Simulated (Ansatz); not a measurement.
**A geometry optimisation of ClFHInNO with B3LYP-D3(BJ)/def2-SVP**

The starting geometry of this gas-phase doublet was optimised with GFN2-xTB.

```xyz
6

Cl   -0.5902    0.1522    2.1468
F     0.0338   -1.7333    0.0054
In    0.5865    0.3026   -0.4600
N     1.5243    1.4518   -2.5923
O     1.3733    0.8311   -3.5727
H    -0.5225   -0.9964    1.5958
```

Task: Predict what becomes of its bonds when it is optimised with B3LYP-D3(BJ)/def2-SVP.

Result: It loosens into ClIn + FH + NO, which stay close as a complex. Distances that change by over a tenth: In3–N4 (2.60 → 3.10 Å). Contacts that open: Cl1–H6 (1.28 → 1.99 Å), F2–In3 (2.16 → 2.74 Å). Contacts that close: Cl1–In3 (2.86 → 2.57 Å), F2–H6 (1.84 → 0.96 Å).

The energy falls by 1.09 eV over 47 steps:

```json
{"step": "1", "E − E(last) (eV)": "1.091"}
{"step": "6", "E − E(last) (eV)": "0.582"}
{"step": "11", "E − E(last) (eV)": "0.280"}
{"step": "16", "E − E(last) (eV)": "0.161"}
{"step": "21", "E − E(last) (eV)": "0.147"}
{"step": "27", "E − E(last) (eV)": "0.115"}
{"step": "32", "E − E(last) (eV)": "0.083"}
{"step": "37", "E − E(last) (eV)": "0.023"}
{"step": "42", "E − E(last) (eV)": "0.001"}
{"step": "47", "E − E(last) (eV)": "0.000"}
```

Final geometry (Å):

```xyz
6

Cl    0.5776   -0.0732    1.8324
F    -0.3903   -1.1277   -0.6418
In   -0.7379    1.4410    0.2313
N     1.4989    0.4682   -1.6847
O     1.3983    0.4054   -2.8240
H     0.0586   -1.1058    0.2099
```

The end wasn't checked by frequencies. Open shells are spin-unrestricted. Atoms past krypton carry core potentials, without spin–orbit terms. Run with Ansatz 0.2.0, 5.2 min on 2 threads of Intel(R) Xeon(R) 6975P-C (Granite Rapids), on a shared host.
